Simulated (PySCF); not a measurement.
# Two-component Hartree-Fock for Pr⁴⁹⁺ (praseodymium, charge +49)

Start: [Ne]. Calculated with PySCF 2.14 in an even-tempered Gaussian basis (17 s from 28 bohr⁻², ratio 2.4; 13 p from 37 bohr⁻², ratio 2.4; 5 d from 140 bohr⁻², ratio 2.6; 4 f from 200 bohr⁻², ratio 2.6): generalised Hartree-Fock with the X2C-1e Hamiltonian and a Gaussian nucleus; one run each with spin-orbit coupling (SO) switched off, then screened by Boettger's factors.

```csv
spinor shell,electrons,"ε, spin-free (eV)","ε, screened SO (eV)",weight of nominal j (screened SO),"rms radius, screened SO (bohr)"
1s1/2,2,-45782.5,-45778.0,1.000,0.0275
2s1/2,2,-10237.4,-10236.2,1.000,0.109
2p1/2,2,-9542.2,-9893.8,1.000,0.0935
2p3/2,4,-9542.2,-9388.9,1.000,0.0990
```

```tsv
quantity	spin-free	screened SO
E (hartree)	-6735.67734	-6739.18727
M_J	0	0
⟨J²⟩	0.000	0.000
⟨L²⟩	0.000	0.012
⟨S²⟩	0.000	0.012
```

Breit and QED terms are absent; they matter most for the inner s and p1/2 levels.

Densities and radii are taken from the X2C orbitals without a picture-change correction, which distorts them close to the nucleus.

Without spin-orbit coupling the j labels of p, d and f shells carry no meaning; the spin-free column gives the mean over the occupied spinors of each nl shell.
